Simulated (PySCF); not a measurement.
**Worked example: chemical shift, span and skew from a shielding tensor**

2-methylbut-2-ene (C₅H₁₀), SMILES CC=C(C)C. Atoms are numbered in the order given.

```xyz
15

C     -0.0788     2.1101     0.0000
C     -0.6770     0.7347     0.0000
C     -0.0422    -0.4507     0.0000
C      1.4548    -0.6206     0.0000
C     -0.8163    -1.7446     0.0000
H     -0.4101     2.6845     0.8833
H      1.0201     2.1043     0.0000
H     -0.4101     2.6845    -0.8833
H     -1.7743     0.7095     0.0000
H      1.7796    -1.1985     0.8835
H      1.7796    -1.1985    -0.8835
H      2.0020     0.3311     0.0000
H     -1.9032    -1.5755     0.0000
H     -0.5637    -2.3575     0.8839
H     -0.5637    -2.3575    -0.8839
```
Charge 0, spin multiplicity 1.

The structure is a stationary point at B3LYP-D3(BJ)/def2-SVP.

GIAO shieldings from PySCF with PBE0/pcSseg-1, non-relativistic, no solvent. The symmetric part of the tensor of C4 has the principal values 148.1, 166.1, 183.4 ppm. The same nucleus in TMS has σ = 186.3 ppm at this level (PySCF, at its B3LYP-D3(BJ)/def2-TZVP geometry).

### Question
Work out the isotropic shielding, the ¹³C shift against TMS, the span and the skew.

### Answer

σ(iso) = (σ11 + σ22 + σ33)/3 = 165.9 ppm. δ = σ(ref) − σ(iso) = 186.3 − (165.9) = 20.4 ppm.
Span Ω = σ33 − σ11 = 35.3 ppm. Skew κ = 3(σ(iso) − σ22)/Ω = -0.02. Tumbling in solution averages the tensor to δ; in a static solid the shielding alone would spread this spin-1/2 line over Ω.
